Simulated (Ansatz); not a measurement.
Start from `O[AsH][SiH3]` and change one atom or group to get `CO[AsH][SiH3]`.

Ansatz, PBE0-D4/def2-TZVP geometries, multiplicity 1. Each molecule was computed in one conformer, which needn't be the lowest.

Scalar relativity is left out up to krypton.

```json
{"property": "size of the dipole moment (PBE/def2-TZVPP) / D", "`O[AsH][SiH3]`": "0.98"}
{"property": "HOMO–LUMO gap (B3LYP/def2-TZVPP) / eV", "`O[AsH][SiH3]`": "5.95"}
{"property": "HOMO energy (ωB97M-V/def2-TZVPP) / eV", "`O[AsH][SiH3]`": "-9.28"}
{"property": "ideal-gas entropy at 298 K and 1 bar (rigid rotor, harmonic PBE0-D4/def2-TZVP) / J/(mol·K)", "`O[AsH][SiH3]`": "327"}
{"property": "LUMO energy (PBE/def2-TZVPP) / eV", "`O[AsH][SiH3]`": "-1.71"}
{"property": "LUMO energy (PBE0/def2-TZVPP) / eV", "`O[AsH][SiH3]`": "-0.82"}
```

Q: What does the change do to each property? (Best estimate.)

A: The calculation gave: 
```csv
property,`CO[AsH][SiH3]`,shift
size of the dipole moment (PBE/def2-TZVPP) / D,0.72,-0.26
HOMO–LUMO gap (B3LYP/def2-TZVPP) / eV,5.88,-0.07
HOMO energy (ωB97M-V/def2-TZVPP) / eV,-9.14,0.14
"ideal-gas entropy at 298 K and 1 bar (rigid rotor, harmonic PBE0-D4/def2-TZVP) / J/(mol·K)",367,40
LUMO energy (PBE/def2-TZVPP) / eV,-1.62,0.09
LUMO energy (PBE0/def2-TZVPP) / eV,-0.72,0.10
```

With PBE0 the HOMO rises by 0.20 eV and the LUMO rises by 0.10 eV, so the gap narrows by about 0.10 eV. PBE moves the HOMO by 0.31 eV and ωB97M-V by 0.14 eV. The zero-point energy changes by 73.7 kJ/mol with +9 modes. Dipoles are sizes alone; their direction can turn. Modes under 60 cm⁻¹, often nearly free rotors, make the harmonic entropy too high.

B3LYP here is the variant with VWN-RPA as its local correlation; programs differ in this.
